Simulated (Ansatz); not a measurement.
```xyz
18

C     1.386    0.343    2.433
Sb    1.398   -1.092    0.825
C    -0.443   -0.331   -0.094
N    -1.506   -0.376    0.835
Ga   -0.258    1.606   -0.672
O    -0.714   -1.184   -1.266
Si   -0.136   -0.652   -2.694
H     1.820    1.279    2.079
H     1.990   -0.033    3.259
H     0.361    0.503    2.764
H     0.535   -2.282    1.719
H    -2.375   -0.005    0.468
H    -1.667   -1.295    1.231
H    -1.621    2.371   -0.862
H     1.124    2.350   -0.632
H     1.285   -0.986   -2.957
H    -1.003   -1.092   -3.809
H    -0.176    0.875   -2.626
```

Total charge 0; spin multiplicity 1. Sb: def2 effective core potential.

Question: List the ωB97M-V/def2-TZVPP orbital energies in eV (the Gaussian-basis code of Ansatz). (Best estimate.)

Answer: Ansatz gave: Occupied: -10153.31, -1807.96, -1256.83, -1111.02, -1110.91, -1110.91, -526.29, -394.57, -283.52, -281.25, -159.35, -154.15, -148.96, -110.84, -110.81, -110.67, -106.68, -106.38, -106.38, -103.11, -103.06, -103.04, -38.25, -38.23, -38.11, -38.10, -38.02, -31.23, -27.59, -25.77, -25.62, -25.61, -25.49, -25.48, -22.24, -20.41, -18.58, -17.89, -16.35, -16.05, -15.06, -14.36, -13.93, -13.78, -13.57, -12.54, -11.91, -11.38, -10.74, -10.59, -10.06, -9.15, -8.56. Lowest empty: 0.51, 1.44, 1.56, 1.89, 2.43, 2.62, 2.78, 2.84.
